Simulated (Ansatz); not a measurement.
`B[CH2][SnH3]` + `CCl` → `Cl[CH2][SnH3]` + `BC` at 500 K and 1 bar (formal exchange of groups at the Sn–C bond).

Computed with Ansatz on PBE0-D4/def2-TZVP structures; ΔE is electronic, products minus reactants. CCSD(T)/CBS is the MP2 limit (def2-TZVPP, def2-QZVPP) plus CCSD(T) − MP2 in def2-TZVPP, frozen cores. This one scheme is used for every species. def2 core potentials past Kr. For Sn outer-core shells are correlated without core-valence functions, which leaves a few kJ/mol of doubt a bond.

| species | CCSD(T)/CBS energy (Eh) | H − E (kJ/mol) | S (J/(mol·K)) |
| --- | --- | --- | --- |
| `B[CH2][SnH3]` | -281.04910 | 220.0 | 387.8 |
| `CCl` | -499.63220 | 119.3 | 258.4 |
| `Cl[CH2][SnH3]` | -714.83276 | 163.5 | 378.8 |
| `BC` | -65.83255 | 172.2 | 281.8 |

H − E and S are ideal-gas, rigid-rotor, harmonic terms from PBE0-D4/def2-TZVP. 1 Eh = 2625.50 kJ/mol, R = 8.31446 J/(mol·K).

By hand: ΔE, ΔH, ΔS and ΔG.

ΔE = (-714.83276) + (-65.83255) − (-281.04910) − (-499.63220) = 0.01599 Eh = 42.0 kJ/mol. Δ(H − E) = 163.5 + 172.2 − 220.0 − 119.3 = -3.6, so ΔH = 38.4 kJ/mol. ΔS = 378.8 + 281.8 − 387.8 − 258.4 = 14.4 J/(mol·K). ΔG = 38.4 − 500 × (14.4)/1000 = 31.2 kJ/mol.

By hand: the equilibrium constant, and the temperature at which ΔG would vanish if ΔH and ΔS stayed fixed.

log₁₀ K = −ΔG/(RT ln 10) = -3.3. ΔG = 0 at ΔH/ΔS = 2667 K, far beyond where these terms or the molecules hold.

The number of gas molecules stays the same, so ΔS is small and ΔH decides. A doubt of 5 kJ/mol in ΔE shifts log₁₀ K by 0.5 here. Modes under 60 cm⁻¹, often nearly free rotors, make the harmonic entropy too high. These are equilibria of isolated gas molecules and say nothing of rates. Largest T1 diagnostic: 0.012 (customary marks: 0.02 for closed shells, 0.045 for open ones).
